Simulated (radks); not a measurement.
Numerical settings for neutral mercury, [Hg]. Method: Dirac Kohn-Sham, PBEsol, spin-unpolarised, spherical densities, point nucleus; computed with a radial shooting solver on a logarithmic mesh with Libxc functionals. The defaults (mesh step 0.008 in ln r, mesh end at 40 bohr or more with all orbitals vanishing there, Anderson mixing 0.5 over 9 steps, residual threshold near 1e-9 with the energy settled to 1e-9 hartree or 1e-11 of itself, here a cap of 93 iterations) give E = -19656.762 hartree and 6s1/2 at -6.879 eV in 15 iterations. Times are rough (one thread of a shared host). Changes against that run (0 stands for a change within the tolerance of the run):

setting                    iterations         converged  E (mhartree)  e(6s1/2) (meV)  CPU (s)
mesh step in ln r 0.12              4                no      diverged               -     0.02
mesh step in ln r 0.2               4                no      diverged               -     0.01
mesh step in ln r 0.005            15               yes             0               0     0.39
mesh end (bohr) 1                  14  level above zero      +3.3e+05       +1.27e+06     0.17
mesh end (bohr) 20                 15               yes             0               0     0.24
residual threshold 1e-05           11               yes             0           -0.12     0.21
residual threshold 1e-13           21               yes             0               0      0.3
mixing 0.2                         18               yes             0               0     0.29
linear mixing, mixing 1            93                no     +4.48e+05          -1e+06      5.6
linear mixing, mixing 0.2          88               yes             0               0     0.97
mixing history 2                   23               yes             0               0     0.33
iteration cap 3                     3                no         +40.7            -638     0.07

Settled on a wrong energy, with an occupied level pushed above zero by the early mesh end: mesh end (bohr) 1 (+330 hartree). Apart from these: no run marked as converged misses the energy by more than 1 mhartree. A mesh that ends early acts as a hard wall.
